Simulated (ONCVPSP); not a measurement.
**Reading a pseudo-wave (carbon)**

Columns: radius, all-electron u(r) and pseudo u(r) of the 2s shell (level -40.38 eV) of carbon in the configuration [He] 2s2; PBE, scalar-relativistic, ONCV scheme, ONCVPSP 4.0.1.

```json
{"r (bohr)": "0.053", "all-electron": "-0.2766", "pseudo": "0.0329"}
{"r (bohr)": "0.105", "all-electron": "-0.3890", "pseudo": "0.0662"}
{"r (bohr)": "0.158", "all-electron": "-0.3992", "pseudo": "0.1020"}
{"r (bohr)": "0.210", "all-electron": "-0.3449", "pseudo": "0.1401"}
{"r (bohr)": "0.262", "all-electron": "-0.2524", "pseudo": "0.1819"}
{"r (bohr)": "0.315", "all-electron": "-0.1368", "pseudo": "0.2289"}
{"r (bohr)": "0.368", "all-electron": "-0.0121", "pseudo": "0.2804"}
{"r (bohr)": "0.420", "all-electron": "0.1112", "pseudo": "0.3350"}
{"r (bohr)": "0.473", "all-electron": "0.2323", "pseudo": "0.3937"}
{"r (bohr)": "0.525", "all-electron": "0.3432", "pseudo": "0.4532"}
{"r (bohr)": "0.578", "all-electron": "0.4464", "pseudo": "0.5144"}
{"r (bohr)": "0.630", "all-electron": "0.5367", "pseudo": "0.5739"}
{"r (bohr)": "0.683", "all-electron": "0.6176", "pseudo": "0.6329"}
{"r (bohr)": "0.735", "all-electron": "0.6864", "pseudo": "0.6883"}
{"r (bohr)": "0.788", "all-electron": "0.7456", "pseudo": "0.7408"}
{"r (bohr)": "0.840", "all-electron": "0.7932", "pseudo": "0.7872"}
{"r (bohr)": "0.893", "all-electron": "0.8319", "pseudo": "0.8275"}
{"r (bohr)": "0.945", "all-electron": "0.8605", "pseudo": "0.8586"}
{"r (bohr)": "0.998", "all-electron": "0.8812", "pseudo": "0.8809"}
{"r (bohr)": "1.050", "all-electron": "0.8938", "pseudo": "0.8938"}
{"r (bohr)": "1.102", "all-electron": "0.8996", "pseudo": "0.8995"}
{"r (bohr)": "1.155", "all-electron": "0.8992", "pseudo": "0.8992"}
{"r (bohr)": "1.208", "all-electron": "0.8934", "pseudo": "0.8934"}
{"r (bohr)": "1.260", "all-electron": "0.8830", "pseudo": "0.8830"}
{"r (bohr)": "1.313", "all-electron": "0.8684", "pseudo": "0.8684"}
{"r (bohr)": "1.365", "all-electron": "0.8506", "pseudo": "0.8506"}
```

Task: How many radial nodes do the two functions have?

Result: The all-electron 2s function has n − l − 1 = 1; the pseudo-wave has 0, since the states of the same l below it are removed with the core.

Task: At about which radius was the pseudo-wave matched?

Result: 1.05 bohr, where the columns begin to agree (steps of 0.05 bohr).

Task: Is the pseudo-wave norm-conserving?

Result: Yes: the ONCV scheme keeps the norm inside the radius equal to the all-electron one, which fixes the energy derivative of the logarithmic derivative at the level.
